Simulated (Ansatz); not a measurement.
`CC1[NH][AlH][O]1` from Hartree–Fock to CCSD(T)

```json
{"atom": "C1", "x (Å)": "-1.103", "y (Å)": "-0.432", "z (Å)": "-0.866"}
{"atom": "C2", "x (Å)": "0.119", "y (Å)": "0.338", "z (Å)": "-0.427"}
{"atom": "N3", "x (Å)": "1.109", "y (Å)": "-0.466", "z (Å)": "0.303"}
{"atom": "Al4", "x (Å)": "0.880", "y (Å)": "0.617", "z (Å)": "1.667"}
{"atom": "O5", "x (Å)": "-0.221", "y (Å)": "1.334", "z (Å)": "0.541"}
{"atom": "H6", "x (Å)": "-0.833", "y (Å)": "-1.201", "z (Å)": "-1.595"}
{"atom": "H7", "x (Å)": "-1.567", "y (Å)": "-0.914", "z (Å)": "-0.002"}
{"atom": "H8", "x (Å)": "-1.827", "y (Å)": "0.244", "z (Å)": "-1.327"}
{"atom": "H9", "x (Å)": "0.575", "y (Å)": "0.839", "z (Å)": "-1.294"}
{"atom": "H10", "x (Å)": "1.514", "y (Å)": "-1.273", "z (Å)": "-0.132"}
{"atom": "H11", "x (Å)": "1.353", "y (Å)": "0.914", "z (Å)": "3.133"}
```

Charge 0, multiplicity 1. Geometry: relaxed with PBE0-D4/def2-TZVP. Frozen core, restricted reference, Ansatz 0.2.0. CBS rows extrapolate triple and quadruple zeta; past MP2 they add the triple-zeta difference.

```tsv
basis	HF (Eh)	MP2 corr.
def2-SVP	-450.26396	-0.69182
def2-TZVPP	-450.59773	-0.86217
def2-QZVPP	-450.61520	-0.92361
```

Problem. Estimate the CCSD correlation energy and the (T) correction in each basis where they were run (hartree).

Solution. 
```
     basis  CCSD corr.       (T)
  def2-SVP    -0.73303  -0.02151
def2-TZVPP    -0.89196  -0.03634
 CBS(def2)    -0.99890     as TZ
```
